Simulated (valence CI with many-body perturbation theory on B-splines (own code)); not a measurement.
**Sn II: magnetic and hyperfine properties of the levels**

Computed by configuration interaction combined with many-body perturbation theory (CI+MBPT): three valence electrons over a frozen Dirac-Fock core [Kr] 4d10, a basis of 11 s, 11 p, 9 d, 7 f, 5 g, 2 h, 1 i functions for each j, with the one-electron correlation potential Σ1 (screened to all orders), the two-electron term Σ2, the three-electron term Σ3, Breit, model QED; selected single and double excitations, second order for the rest (own B-spline code, finite nucleus).

Set against measurement, 15 paired levels are off by 128 cm⁻¹ on average, the worst by 354. These come from a selection out of the NIST Handbook of Basic Atomic Spectroscopic Data. Levels without a partner in it may be off by more.

A/g_I is the dipole constant over the nuclear g factor μ/I (μ in nuclear magnetons, uniformly magnetised nucleus), B/Q the quadrupole constant per barn. Both hold the static response of the core; the bare values leave it out. Large factors of s and p1/2 electrons are usually good to 5 to 10 %; those of open d and f shells near neutrality can be off by tens of per cent, and small factors of p3/2, d and f electrons come from cancelling terms and can be off by a factor of two or in sign, in half-filled shells by more. B is blank for J = 1/2, where it vanishes, and for nearly pure S terms. Energies count from the lowest level.

Names give the largest LS component (configuration and term), which can be under half, so a name can repeat, a term be missing and a line seem to break the LS rules; names also repeat where a configuration has a term twice.

```tsv
Level	E (cm⁻¹)	g	A/g_I (MHz)	A/g_I bare	B/Q (MHz/b)	B/Q bare
5s²5p ²P°_1/2	0.0	0.666	3250	2980		
5s²5p ²P°_3/2	4252	1.334	444	357	1030	837
5s5p² ⁴P_1/2	46110	2.660	10500	9330		
5s5p² ⁴P_3/2	48016	1.731	4500	4000	957	774
5s5p² ⁴P_5/2	50383	1.586	4340	3860	-1240	-1020
5s²6s ²S_1/2	57104	2.002	3310	3030		
5s5p² ²D_3/2	58616	0.805	-1260	-1140	949	756
5s5p² ²D_5/2	59248	1.214	2470	2230	1240	984
5s²5d ²D_3/2	71427	0.808	-776	-697	599	487
5s²6p ²P°_1/2	71547	0.666	581	533		
5s²5d ²D_5/2	72069	1.202	1850	1670	1000	813
5s²6p ²P°_3/2	72418	1.334	185	159	223	184
5s5p² ²S_1/2	75795	1.502	10800	9740		
5s5p² ²P_1/2	80426	1.179	9670	8790		
5s5p² ²P_3/2	81905	1.323	-1630	-1530	-1000	-834
5s²7s ²S_1/2	85939	2.000	1130	1040		
4f5s² ²F°_7/2	89271	1.143	9.45	8.94	20.5	7.22
4f5s² ²F°_5/2	89277	0.857	1.64	1.99	17.0	5.87
5s²6d ²D_3/2	90257	0.800	-25.0	-24.8	55.4	38.0
5s²6d ²D_5/2	90368	1.200	89.6	79.6	74.4	50.7
5s²7p ²P°_1/2	91584	0.666	219	201		
5s²7p ²P°_3/2	91940	1.334	101	88.2	94.6	78.3
5s²8s ²S_1/2	98160	2.002	533	488
```

Task: Take the isotope of mass number 117, with I = 1/2, μ = -0.9995 μN. What is the hyperfine structure of 5s5p² ²D_3/2?

Result: From the table A = 2520 MHz. Shifts from the centre of gravity in MHz: F = 1: -3150, F = 2: 1890.
